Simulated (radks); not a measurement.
Task: Isoelectronic series with 33 electrons, all held in the configuration [Ar] 3d10 4s2 4p3, which need not be the ground one along the series. Method: Dirac Kohn-Sham, PBE, spin-unpolarised, spherical densities, point nucleus; open shells fill j = l - 1/2 first; computed with a radial shooting solver on a logarithmic mesh with Libxc functionals. Total energies (hartree) and mean radii <r> (bohr):

| ion | E (hartree) | 4p3/2 | 4p1/2 | 4s1/2 | 3d5/2 |
|---|---|---|---|---|---|
| As | -2260.93798 | 2.579 | 2.525 | 1.941 | 0.6804 |
| Se+ | -2429.72860 | 2.136 | 2.098 | 1.746 | 0.6318 |
| Br2+ | -2605.31663 | 1.865 | 1.835 | 1.591 | 0.5906 |
| Kr3+ | -2787.69879 | 1.673 | 1.647 | 1.466 | 0.5551 |
| Rb4+ | -2976.88300 | 1.526 | 1.502 | 1.361 | 0.5242 |
| Sr5+ | -3172.88374 | 1.407 | 1.385 | 1.273 | 0.4968 |
| Zr7+ | -3585.41426 | 1.226 | 1.205 | 1.130 | 0.4505 |
| Nb8+ | -3801.99160 | 1.153 | 1.134 | 1.071 | 0.4307 |
| Mo9+ | -4025.47957 | 1.090 | 1.071 | 1.018 | 0.4127 |
| Tc10+ | -4255.90780 | 1.035 | 1.016 | 0.9708 | 0.3962 |
| Rh12+ | -4737.71314 | 0.9398 | 0.9219 | 0.8888 | 0.3670 |
| Pd13+ | -4989.15884 | 0.8992 | 0.8814 | 0.8530 | 0.3541 |
| Ag14+ | -5247.68184 | 0.8622 | 0.8446 | 0.8201 | 0.3420 |

Estimate the row of Ru11+.

Result: E (hartree) -4493.30785; 4p3/2 0.9847; 4p1/2 0.9665; 4s1/2 0.9279; 3d5/2 0.3810.
